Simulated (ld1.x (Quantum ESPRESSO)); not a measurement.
# Which change was made? (Ru, TM)

ld1.x (Quantum ESPRESSO) 7.5 input, shortened:

```
&input
   title='Ru', zed=44., rel=1, dft='PZ', iswitch=3,
   config='[Kr] 4d6.5 5s0 5p0'
 /
 &inputp
   pseudotype=2, tm=.true., lloc=-2, rcloc=2.15,
   nlcc=.true., new_core_ps=.true., rcore=0.70
 /
3
5S  1  0   0.00   0.00  2.60  2.60  0.0
5P  2  1   0.00   0.00  2.65  2.65  0.0
4D  3  2   6.50   0.00  1.45  1.45  0.0
 &test
   configts(1)='4d6.5 5s0 5p0'
 /
```

Cutoffs, loose and tight: the cutoffs (Ry, on a coarse ladder) from which the occupation-weighted sum of valence levels, in a spherical-Bessel basis at the reference potential, stays within 10 and 1 mRy of its value at 400 Ry. They do not see the model core or the augmentation charge, which bear on the density cutoff. Test errors are all-electron minus pseudo excitation energies from the reference, over the configurations 4d7 5s1 5p0; 4d7 5s0 5p0; 4d6 5s0 5p0; 4d6 5s1 5p1; 4d4 5s0 5p0; 4d6 5s2 5p0; 4d8 5s0 5p0 (two spin-polarised tests are not counted in the largest error); variants that change the core or the reference have their own tests.

The base gives: outcome: generated; cutoff, loose: 55 Ry; cutoff, tight: 70 Ry; bound ghosts: none; largest test error (meV): -1115.

Problem. After one change the result is: outcome: generated; cutoff, loose: 180 Ry; cutoff, tight: 260 Ry; bound ghosts: none; largest test error (meV): -1121. Which change was it?
A. wave 4d (bound): rc 1.45 bohr becomes 4d (bound): rc 0.94 bohr
B. wave 4d (bound): rc 1.45 bohr becomes 4d (bound): rc 1.22 bohr
C. wave 4d (bound): rc 1.45 bohr becomes 4d (bound): rc 2.18 bohr

Solution. A. The others give: wave 4d (bound): rc 1.45 bohr becomes 4d (bound): rc 1.22 bohr → outcome: generated; cutoff, loose: 70 Ry; cutoff, tight: 90 Ry; bound ghosts: none; largest test error (meV): -1118 | wave 4d (bound): rc 1.45 bohr becomes 4d (bound): rc 2.18 bohr → outcome: generated; cutoff, loose: 40 Ry; cutoff, tight: 50 Ry; bound ghosts: none; largest test error (meV): -988.
